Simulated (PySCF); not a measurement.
CH₅F₂NOSi, SMILES [Si@@](O)(F)(CF)N.

Geometry: B3LYP-D3(BJ)/def2-SVP. The structure was generated by enumeration; whether it is a known compound was not checked. One conformer was computed; it need not be the lowest.

The numbers are results of TDA-PBE/def2-SVPD (PySCF), not measurements.

Vertical excitations. Gas-phase values at a fixed geometry.

```csv
state,energy (eV),λ (nm),f,main pairs
S1,6.07,204,0.021,HOMO→LUMO 96 %
S2,6.45,192,0.022,HOMO→LUMO+1 95 %
S3,6.65,187,0.043,HOMO−1→LUMO 99 %
S4,7.10,175,0.006,HOMO−1→LUMO+1 96 %
S5,7.34,169,0.034,"HOMO→LUMO+2 80 %, HOMO→LUMO+3 15 %"
S6,7.43,167,0.014,"HOMO→LUMO+3 83 %, HOMO→LUMO+2 13 %"
S7,7.56,164,0.006,HOMO−2→LUMO 95 %
S8,7.74,160,0.004,HOMO−1→LUMO+2 88 %
S9,7.80,159,0.033,HOMO−3→LUMO 85 %
S10,7.92,156,0.006,HOMO−2→LUMO+1 88 %
T1,5.90,210,0,HOMO→LUMO 97 %
T2,6.25,198,0,HOMO→LUMO+1 97 %
T3,6.49,191,0,HOMO−1→LUMO 99 %
T4,6.66,186,0,HOMO−1→LUMO+1 97 %
```
Triplets are in the Tamm–Dancoff approximation.
